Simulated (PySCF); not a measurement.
# Sulfur: a sound run and one with changed settings

Sound run: S²⁺ [Ne] 3s2 3p2, S³⁺ [Ne] 3s2 3p1. Computed with PySCF 2.14 in x2c-TZVPall, with the spin-free X2C one-electron Hamiltonian (Gaussian nucleus). The sound run starts from symmetry-adapted Hartree-Fock orbitals and uses a fine grid where one is needed.

Changed run: 14 angular points. This setting is unsound on purpose.

| species | method | sound run (hartree) | changed run (hartree) | converged |
| --- | --- | --- | --- | --- |
| S²⁺ | UHF | -397.41108 | -397.41108 | yes |
| S²⁺ | PBE0 | -397.82333 | -397.82378 | yes |
| S²⁺ | MN15 | -397.99327 | -397.99242 | yes |
| S³⁺ | UHF | -396.15648 | -396.15648 | yes |
| S³⁺ | PBE0 | -396.54209 | -396.54187 | yes |
| S³⁺ | MN15 | -396.70898 | -396.70748 | yes |

Ionisation energy of S²⁺:

| method | sound run (eV) | changed run (eV) |
| --- | --- | --- |
| UHF | 34.139 | 34.139 |
| PBE0 | 34.864 | 34.882 |
| MN15 | 34.947 | 34.965 |

A coarse angular grid integrates products of high-l functions wrongly, so density functionals can shift, and the SCF can exploit the error; Hartree-Fock and MP2 need no grid.

For comparison, NIST gives 34.86 ± 0.04 eV between the lowest levels.
